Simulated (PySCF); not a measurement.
FGeH5Si, SMILES F[SiH2][GeH3].

Geometry optimised at B3LYP-D3(BJ)/def2-SVP. The structure was generated by enumeration, and PubChem lists no compound with its InChIKey, so it may never have been made.

Computed with PBE0/def2-TZVPD (PySCF).

Gas-phase values at a fixed geometry.

Q: Estimate the frontier levels, gap, dipole moment and polarisability. (Estimate from the structure and the level; the computed values follow.)

A: 
The highest occupied level is -8.35 eV. The lowest empty level is -0.70 eV and the orbital gap is 7.65 eV. The dipole moment is 0.286 e·Å and the quadrupole, principal values (traceless, Buckingham form, about the centre of nuclear charge) comes out as -4.92, 2.04, 2.88 D·Å. The mean static polarisability is 63.2 bohr³ (9.36 Å³) and the polarisability, principal values is 56.0, 57.9, 75.6 bohr³.
